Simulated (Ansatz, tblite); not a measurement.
Forces on Al9N9, a nanocrystal cut from zinc blende AlN (bare) at its PBE-D4/def2-SVP geometry. The state is a singlet with charge 0.

The xTB rows come from tblite. Single mean-field runs in def2-TZVP are fitted with def2-universal-jkfit.

GFN2-xTB (tblite), largest force 1.01 eV/Å:

```xyz
18
positions Å, forces eV/Å
Al    0.884    1.201   -2.484   -0.103    0.817    0.467
Al    1.570   -2.174    1.763   -0.148    0.279   -0.379
Al    0.317   -0.249    2.868    0.165   -0.053    0.205
Al    0.424    1.878    0.604    0.621   -0.314   -0.618
Al    1.530   -0.680   -0.986   -0.503   -0.181    0.467
Al   -0.920   -1.426    0.324    0.401    0.690    0.095
Al   -1.701    1.009   -1.311    0.293    0.126    0.504
Al   -0.614   -0.693   -2.789   -0.086   -0.778    0.316
Al   -1.543    1.016    1.729   -0.700   -0.711   -0.163
N     0.901   -2.004    0.118   -0.092    0.071   -0.340
N     1.500    1.203   -0.714   -0.181    0.112    0.289
N     1.232   -0.653   -2.793    0.052   -0.539   -0.277
N     0.165    1.519    2.392    0.500    0.310   -0.002
N     1.609   -1.435    3.326   -0.131    0.020    0.185
N    -1.343   -0.799    1.987   -0.064   -0.182   -0.451
N    -0.893    1.199   -2.953    0.036    0.543   -0.186
N    -1.461    1.984    0.180   -0.190    0.024   -0.400
N    -1.654   -0.895   -1.263    0.128   -0.233    0.285
```

r2SCAN-D4/def2-TZVP (Ansatz), largest force 0.75 eV/Å:

```
Al -0.312 -0.597 0.289
Al -0.153 0.284 0.074
Al -0.084 0.062 -0.119
Al -0.259 -0.263 0.059
Al -0.276 0.165 -0.241
Al 0.036 0.201 -0.039
Al 0.322 -0.149 -0.080
Al 0.192 0.574 0.419
Al 0.669 -0.063 -0.189
N 0.053 0.292 0.237
N -0.308 -0.128 -0.083
N -0.418 0.281 0.481
N -0.202 -0.389 -0.401
N -0.347 0.068 -0.657
N 0.262 0.298 -0.328
N 0.281 -0.332 0.485
N 0.184 -0.485 0.033
N 0.359 0.181 0.059
```

PBE0-D4/def2-TZVP (Ansatz), largest force 0.95 eV/Å:

```
Al -0.406 -0.726 0.417
Al -0.243 0.406 0.108
Al -0.061 0.061 -0.161
Al -0.318 -0.397 0.040
Al -0.423 0.224 -0.252
Al 0.068 0.322 -0.073
Al 0.463 -0.197 -0.030
Al 0.236 0.688 0.585
Al 0.816 -0.105 -0.274
N 0.116 0.333 0.351
N -0.362 -0.154 -0.123
N -0.474 0.331 0.515
N -0.271 -0.446 -0.482
N -0.411 0.035 -0.858
N 0.307 0.365 -0.386
N 0.331 -0.388 0.516
N 0.198 -0.567 0.062
N 0.435 0.215 0.044
```
